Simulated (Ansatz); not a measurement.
Born–Oppenheimer molecular dynamics of AlClH₅NOSi (10 atoms, charge 0, multiplicity 1). It goes on from the last frame of an earlier run, with new velocities.

Level of theory: RKS B3LYP-D4/STO-3G (Ansatz 0.2.0).

* ensemble: NVT, Nosé–Hoover chain
* time step: 1 fs
* steps asked: 250
* set temperature: 500 K
* thermostat: time constant 300 fs, chain length 5
* seed: 492656

First frame:

```xyz
10
Properties=species:S:1:pos:R:3
Al 0.051 -0.768 0.624
Cl -1.340 -2.197 1.356
O 0.879 -0.989 -0.951
Si 2.449 -1.058 -0.315
H 3.084 0.120 -1.087
H 2.650 -1.055 1.034
H 3.202 -2.171 -0.976
N 0.227 0.804 1.446
H 0.904 0.663 2.290
H 0.118 1.729 0.791
```

(1) What does the run give?

(2) What happens to the structure?

(3) How do temperature and energy run in time?

## Answers

(1) All steps were run.

```json
{
  "steps done": "250",
  "time covered": "250 fs",
  "mean temperature over the second half": "1045 K",
  "spread of the potential energy over the second half": "22.2 meV per atom",
  "mean potential energy of the second half above the start": "-120.4 meV per atom"
}
```

The conserved energy wandered by up to 6.3 meV per atom (net -1.7 meV per atom), which is poor conservation. The mean temperature of the second half is 109 % above the set value. A run of 0.25 ps of so small a system gives no equilibrium averages. Limits of this set-up: minimal basis.

(2) The same pairs are bonded in the first frame and the last. Pairs count as bonded within 1.25 times the sum of covalent radii (0.12 Å more for H–H). The details hang on the random start.

(3) 
| time (fs) | T (K) | potential energy less start (eV) | conserved less start (meV/atom) |
| --- | --- | --- | --- |
| 0 | 500 | 0.000 | 0.00 |
| 20 | 1292 | -0.852 | -2.66 |
| 40 | 1577 | -1.166 | -1.92 |
| 60 | 1379 | -1.021 | -3.89 |
| 80 | 1356 | -1.045 | -1.93 |
| 100 | 1206 | -0.985 | -3.09 |
| 120 | 890 | -0.744 | -3.54 |
| 140 | 1086 | -1.004 | -0.63 |
| 160 | 1251 | -1.321 | -4.18 |
| 180 | 947 | -1.092 | -3.79 |
| 200 | 986 | -1.200 | -2.65 |
| 220 | 910 | -1.212 | -3.20 |
| 240 | 677 | -1.040 | -3.76 |

The run took 11 min on 1 thread of Arm Neoverse V1, with other jobs on the host, peak memory 0.11 GiB.
